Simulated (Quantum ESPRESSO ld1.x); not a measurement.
The numbers below are computed, except where a source is named.
All-electron atom: Eu27+ in [Kr]. Code: ld1.x of Quantum ESPRESSO 7.5. Model: scalar-relativistic Kohn-Sham, LDA (Slater exchange, Perdew-Zunger correlation), spin-polarised, spherical densities, point nucleus.

Normalised radial functions P(r) = r R(r), r in bohr:

r,3p,4s,4p
0.002688,0.0283,0.2433,0.0155
0.00303,0.0347,0.2640,0.0190
0.003417,0.0426,0.2854,0.0233
0.003852,0.0522,0.3075,0.0286
0.004343,0.0639,0.3297,0.0350
0.004936,0.0792,0.3531,0.0434
0.005566,0.0968,0.3741,0.0530
0.006275,0.1180,0.3936,0.0646
0.007075,0.1436,0.4105,0.0786
0.007977,0.1743,0.4238,0.0954
0.008995,0.2109,0.4323,0.1154
0.01022,0.2574,0.4343,0.1408
0.01153,0.3089,0.4278,0.1689
0.013,0.3689,0.4115,0.2015
0.01465,0.4381,0.3834,0.2391
0.01652,0.5167,0.3419,0.2818
0.01878,0.6109,0.2810,0.3328
0.02117,0.7082,0.2073,0.3852
0.02387,0.8124,0.1171,0.4411
0.02691,0.9206,0.0116,0.4986
0.03034,1.0284,-0.1071,0.5551
0.03421,1.1295,-0.2345,0.6071
0.03889,1.2208,-0.3727,0.6520
0.04384,1.2801,-0.4948,0.6779
0.04943,1.3018,-0.5980,0.6813
0.05574,1.2729,-0.6693,0.6546
0.06284,1.1808,-0.6946,0.5908
0.07085,1.0147,-0.6613,0.4842
0.08053,0.7483,-0.5507,0.3202
0.0908,0.4152,-0.3735,0.1215
0.1024,0.0107,-0.1321,-0.1120
0.1154,-0.4450,0.1555,-0.3641
0.1301,-0.9211,0.4585,-0.6103
0.1479,-1.4068,0.7519,-0.8313
0.1668,-1.7948,0.9485,-0.9625
0.188,-2.0752,1.0224,-0.9864
0.212,-2.2170,0.9397,-0.8789
0.239,-2.2066,0.6885,-0.6321
0.2695,-2.0517,0.2867,-0.2599
0.3063,-1.7601,-0.2518,0.2315
0.3454,-1.4160,-0.7794,0.7171
0.3894,-1.0556,-1.2402,1.1531
0.4391,-0.7249,-1.5564,1.4709
0.495,-0.4550,-1.6800,1.6225
0.5581,-0.2586,-1.6061,1.5931
0.6344,-0.1254,-1.3544,1.3902
0.7152,-0.0560,-1.0305,1.0981
0.8064,-0.0218,-0.6997,0.7783
0.9093,-0.0072,-0.4207,0.4915
1.025,-0.0020,-0.2217,0.2737
1.156,-0.0005,-0.1012,0.1329
1.314,-0.0001,-0.0367,0.0519
1.481,0.0000,-0.0118,0.0181
1.67,0.0000,-0.0031,0.0052

3p: eigenvalue -2358.2 eV, 1 radial node at r = 0.103 bohr, <r> = 0.245 bohr, 90 % of the charge inside 0.366 bohr. 4s: eigenvalue -1128.1 eV, 3 radial nodes at r = 0.0272, 0.108, 0.289 bohr, <r> = 0.516 bohr, 90 % of the charge inside 0.731 bohr. 4p: eigenvalue -1030.3 eV, 2 radial nodes at r = 0.0968, 0.289 bohr, <r> = 0.531 bohr, 90 % of the charge inside 0.758 bohr.
